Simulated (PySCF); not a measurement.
Computed properties of CdH₂, SMILES [CdH2]

CdH2, SMILES [CdH2]. Geometry optimised at PBE0-D3(BJ)/def2-TZVPD. The def2 effective core potentials stand for the cores of Cd; spin–orbit coupling is left out. Other conformers were not sampled. All values are computed for the isolated molecule unless a solvent is named; none is compared with measurement here.

**Structure.** The optimised structure has D∞h symmetry. All 4 harmonic modes at PBE0-D3(BJ)/def2-TZVPD (PySCF) are real, so it is a minimum.

**Vibrations.** The strongest infrared lines (harmonic, unscaled, degenerate partners summed) lie at 1809 cm⁻¹ (398 km/mol, H 98 %), 642 cm⁻¹ (281 km/mol, H 98 %). The softest mode is at 642 cm⁻¹ and the zero-point energy is 7.0 kcal/mol.

**Electronic structure.** CAM-B3LYP/def2-TZVPD (PySCF) places the frontier levels at -9.18 and -0.02 eV, a gap of 9.16 eV, and gives a dipole moment of 0.00 D and a mean polarisability of 34.8 bohr³. PBE/def2-TZVPD (PySCF) at the same geometry gives -6.70 and -1.41 eV, so its gap is 3.87 eV narrower. An orbital gap is neither the optical nor the fundamental gap.

**Excitations.** TDDFT-B3LYP/def2-TZVPD (PySCF) has S1 at 5.61 eV (221 nm, f = 0.000, dark); the most intense of the 10 singlets computed lies at 8.33 eV (f = 1.12). Strengths of degenerate partners are summed. T1 (TDA) is at 5.27 eV. No vertical singlet excitation falls in the visible range (under 3.1 eV).
